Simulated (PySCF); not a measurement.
C₃H₅FOSi, SMILES F[SiH2]C1=COC1.

Geometry optimised at B3LYP-D3(BJ)/def2-SVP. The structure was generated by enumeration, and PubChem lists no compound with its InChIKey, so it may never have been made. The values are those of a single conformer.

Two levels are set side by side: TDA-PBE/def2-SVPD (PySCF) and TDA-LC-ωPBE/def2-SVPD (PySCF). Vertical, same geometry. The lowest singlet is HOMO→LUMO+1 100 % with PBE and HOMO→LUMO 83 % with the other functional; states are paired by order. Differences are taken from unrounded values.

```csv
quantity,TDA-PBE
lowest singlet excitation (eV),4.87
lowest triplet excitation (TDA) (eV),3.85
first bright state (f over 0.05) (eV),6.23
its oscillator strength,0.31
```

Q: These are the TDA-PBE values. What does TDA-LC-ωPBE give? (An estimate is asked for; the answer gives what the named calculation found.)

A: 
```
quantity                               TDA-LC-ωPBE  TDA-PBE minus TDA-LC-ωPBE
-------------------------------------  -----------  -------------------------
lowest singlet excitation (eV)                6.46                      -1.59
lowest triplet excitation (TDA) (eV)          3.68                       0.17
first bright state (f over 0.05) (eV)         6.59                      -0.36
its oscillator strength                       0.37                      -0.05
```

A lower first singlet is the usual sign of a functional without exact exchange. Differences between two approximate levels are no errors against the true value.

Rough cost on one machine, each run with all the roots and properties that it gave: TDA-LC-ωPBE against TDA-PBE about 3 times.
